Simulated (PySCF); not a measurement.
## How good is the calculation?

Atom-mapped SMILES (the numbers label the heavy atoms): `[CH2:1]=[CH:2][c:3]1[cH:4][cH:5][cH:6][cH:7][cH:8]1`. Hydrogens are named by the atom that carries them. Ha(C1) is cis to C3; Hb(C1) is trans to C3.

Published estimates (parent shift plus substituent increments) and measurements: δ 1H H(C2) 6.72; Ha(C1) 5.72; Hb(C1) 5.20 ppm (measured; solution, not stated per compound (mostly CDCl3 or CCl4); Pretsch, Buehlmann, Badertscher, Structure Determination of Organic Compounds, 4th ed. (2009)).
δ 1H H(C4)/H(C8) 7.30; H(C5)/H(C7) 7.21; H(C6) 7.14 ppm (measured; solution, CCl4, 309 K; Shapiro, Mohrmann, J. Phys. Chem. Ref. Data 1977, 6, 919).
δ 13C C3 138.0; C5/C7 128.7; C6 128.0; C4/C8 126.5 ppm (estimated from measurements, as parent shift plus tabulated substituent increment; solution, neat; Levy, Lichter, Nelson pp. 111-112; Breitmaier, Voelter pp. 256-258, as tabulated by Wired Chemist).
δ 13C C2 135.8; C5/C7 128.4; C6 127.7; C4/C8 126.2; C1 112.3; δ 1H H(C4)/H(C8) 7.42; H(C5)/H(C7) 7.32; H(C6) 7.25 ppm (estimated from measurements, as parent shift plus tabulated substituent increment; solution, not stated per compound (mostly CDCl3 or CCl4); Pretsch, Buehlmann, Badertscher, Structure Determination of Organic Compounds, 4th ed. (2009)).

- NMR shieldings at PBE0/pcSseg-1/GIAO
- GFN2-xTB geometry
- code: PySCF
- fast rotation and ring inversion assumed for equivalent nuclei, one conformer, isolated molecule, relativity neglected

Q: How close does the calculation come?

A: 
Reference values: measured (solution, not stated per compound (mostly CDCl3 or CCl4); Pretsch, Buehlmann, Badertscher, Structure Determination of Organic Compounds, 4th ed. (2009)).
```
 atoms  quantity  reference  computed  computed, scaled
 H(C2)      δ 1H       6.72      6.84              6.54
Ha(C1)      δ 1H       5.72      6.30              6.03
Hb(C1)      δ 1H       5.20      5.61              5.39
```

Reference values: measured (solution, CCl4, 309 K; Shapiro, Mohrmann, J. Phys. Chem. Ref. Data 1977, 6, 919).
```csv
atoms,quantity,reference,computed,"computed, scaled"
H(C4)/H(C8),δ 1H,7.30,7.74,7.39
H(C5)/H(C7),δ 1H,7.21,7.62,7.28
H(C6),δ 1H,7.14,7.50,7.17
```

Reference values: estimated from measurements, as parent shift plus tabulated substituent increment (solution, neat; Levy, Lichter, Nelson pp. 111-112; Breitmaier, Voelter pp. 256-258, as tabulated by Wired Chemist).
```csv
atoms,quantity,reference,computed,"computed, scaled"
C3,δ 13C,138.0,141.6,135.8
C5/C7,δ 13C,128.7,134.1,128.5
C6,δ 13C,128.0,133.8,128.2
C4/C8,δ 13C,126.5,131.9,126.4
```

Reference values: estimated from measurements, as parent shift plus tabulated substituent increment (solution, not stated per compound (mostly CDCl3 or CCl4); Pretsch, Buehlmann, Badertscher, Structure Determination of Organic Compounds, 4th ed. (2009)).
```json
{"atoms": "C2", "quantity": "δ 13C", "reference": "135.8", "computed": "145.0", "computed, scaled": "139.1"}
{"atoms": "C5/C7", "quantity": "δ 13C", "reference": "128.4", "computed": "134.1", "computed, scaled": "128.5"}
{"atoms": "C6", "quantity": "δ 13C", "reference": "127.7", "computed": "133.8", "computed, scaled": "128.2"}
{"atoms": "C4/C8", "quantity": "δ 13C", "reference": "126.2", "computed": "131.9", "computed, scaled": "126.4"}
{"atoms": "C1", "quantity": "δ 13C", "reference": "112.3", "computed": "118.3", "computed, scaled": "113.1"}
{"atoms": "H(C4)/H(C8)", "quantity": "δ 1H", "reference": "7.42", "computed": "7.74", "computed, scaled": "7.39"}
{"atoms": "H(C5)/H(C7)", "quantity": "δ 1H", "reference": "7.32", "computed": "7.62", "computed, scaled": "7.28"}
{"atoms": "H(C6)", "quantity": "δ 1H", "reference": "7.25", "computed": "7.50", "computed, scaled": "7.17"}
```

Computed shifts are σ(ref) − σ with the named reference compound (TMS for H and C) calculated as an isolated molecule at the same level. The measured values may be among those fitted. Scaled to experiment by linear calibration (H and C: mostly CDCl3 data, vs TMS): 1H (scatter 0.17 ppm rms, 0.18 ppm with the 4 outliers that the fit left out); 13C (scatter 2.1 ppm rms, 2.3 ppm with the 13 outliers that the fit left out). A few per cent of atoms miss by over 2 rms, more outside the fitted compound classes.

Q: How far are the unscaled 1H shifts from the references?

A: Mean signed difference +0.35 ppm, mean absolute 0.35 ppm over 9 comparisons; the largest is +0.58 ppm at Ha(C1) (hydrogen on a terminal =CH2 carbon).

Q: How far are the unscaled 13C shifts from the references?

A: Mean signed difference +5.88 ppm, mean absolute 5.88 ppm over 9 comparisons; the largest is +9.2 ppm at C2 (alkene CH).

The carbons averaged at δ 131.9 differ by 8 ppm in this conformer.
